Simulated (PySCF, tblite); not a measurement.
Isomers of C4H12N2Si3. Calculated harmonic vibrations of the isolated species, GFN2-xTB (tblite), most abundant isotopes, no scaling. This tight-binding method is rough: wavenumbers can miss measured ones by several per cent, in bad cases by 10 to 20. Modes of hydrogen on silicon can be 10 to 20 % off. One conformer each.

Electronic energies: PBE0/pcSseg-1 single points on the GFN2-xTB geometries (PySCF, gas phase).

```
                              SMILES  electronic energy, lowest = 0 (kcal/mol)
N#C[C@H]1C[Si@@H](N([SiH3])[SiH3])C1                                      19.6
         N#CCC[SiH2]N1[SiH2]C[SiH2]1                                       0.6
  C[Si@@H]1[C@H](CC#N)[SiH2]N1[SiH3]                                       0.0
```

Q: How do GFN2-xTB zero-point energies change the relative energies?

A: 
```tsv
SMILES	ZPE (kcal/mol)	of it from modes above 1550 cm⁻¹	electronic (kcal/mol)	with ZPE, lowest = 0 (kcal/mol)	lowest mode (cm⁻¹)	rings
C[Si@@H]1[C@H](CC#N)[SiH2]N1[SiH3]	90.4	48.3	0.0	0.0	15i	1
N#CCC[SiH2]N1[SiH2]C[SiH2]1	90.9	48.2	0.6	1.0	17	1
N#C[C@H]1C[Si@@H](N([SiH3])[SiH3])C1	89.5	47.4	19.6	18.7	22	1
```

The zero-point energies span 1.4 kcal/mol, from `N#C[C@H]1C[Si@@H](N([SiH3])[SiH3])C1` to `N#CCC[SiH2]N1[SiH2]C[SiH2]1`. Slightly imaginary modes are left out of the zero-point energy: `C[Si@@H]1[C@H](CC#N)[SiH2]N1[SiH3]` 15.4i cm⁻¹. The order is unchanged.

Q: And how do the electronic energies of GFN2-xTB itself compare?

A: `C[Si@@H]1[C@H](CC#N)[SiH2]N1[SiH3]` 2.4; `N#CCC[SiH2]N1[SiH2]C[SiH2]1` 3.5; `N#C[C@H]1C[Si@@H](N([SiH3])[SiH3])C1` 0.0 kcal/mol, lowest = 0. Against the energies above, taken from the same isomer `C[Si@@H]1[C@H](CC#N)[SiH2]N1[SiH3]`, the largest difference is 22.0 kcal/mol.
